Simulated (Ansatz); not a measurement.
Reaction (ligand exchange at the Si–C bond): `C[Si](Cl)(Cl)[GeH3]` + HCl → `Cl[Si](Cl)(Cl)[GeH3]` + CH₄

Gas-phase electronic energies from Ansatz, PBE0-D4/def2-TZVP geometries. CBS: MP2 limit from def2 TZ/QZ plus the TZ coupled-cluster correction, frozen cores. This one scheme is used for every species. DFT in def2-TZVPP. B3LYP here is the variant with VWN-RPA as its local correlation; programs differ in this. HSE06 is defined as in plane-wave codes. For Ge outer-core shells are correlated without core-valence functions, which leaves a few kJ/mol of doubt a bond. Scalar relativity is left out up to krypton.

```json
{"level": "B97M-V", "ΔE (kJ/mol)": "-96.9"}
{"level": "B3LYP-D4", "ΔE (kJ/mol)": "-94.4"}
{"level": "ωB97M-V", "ΔE (kJ/mol)": "-92.1"}
{"level": "B2PLYP", "ΔE (kJ/mol)": "-94.1"}
{"level": "HSE06", "ΔE (kJ/mol)": "-91.6"}
{"level": "HF/def2-QZVPP", "ΔE (kJ/mol)": "-95.8"}
{"level": "MP2/def2-QZVPP", "ΔE (kJ/mol)": "-94.5"}
{"level": "SCS-MP2/def2-QZVPP", "ΔE (kJ/mol)": "-93.7"}
```

Task: What does CCSD(T)/CBS give? (An estimate is asked.)

Result: Ansatz gave: -90.5 kJ/mol. The listed levels differ from it by -6.4, -3.9, -1.6, -3.6, -1.1, -5.3, -4.0, -3.2 kJ/mol.

Task: What do rigid-rotor, harmonic-oscillator terms from PBE0-D4/def2-TZVP frequencies (298.15 K, 1 bar) make of the CCSD(T)/CBS value? (Estimate.)

Result: Computed: ΔZPE = +7.5 kJ/mol, ΔH = -83.4 kJ/mol, ΔS = -15 J/(mol·K), ΔG = -78.8 kJ/mol.

Largest T1 diagnostic among the species: 0.011.

In def2-TZVPP, CCSD(T) changes the Hartree–Fock value by +9.2 kJ/mol (the triples alone add −0.4 kJ/mol) and MP2 by +3.5 kJ/mol. Leaving LDA and LC-ωPBE aside and taking each functional with its dispersion term where it has one, the values, not all of them listed here, spread over 5.9 kJ/mol, from B97M-V to ωB97X-V. LDA lies +5.3 kJ/mol from PBE without D4.

CCSD(T)/CBS has its own doubt, a few kJ/mol and more with outer-core shells, so smaller differences from it don't rank the levels.
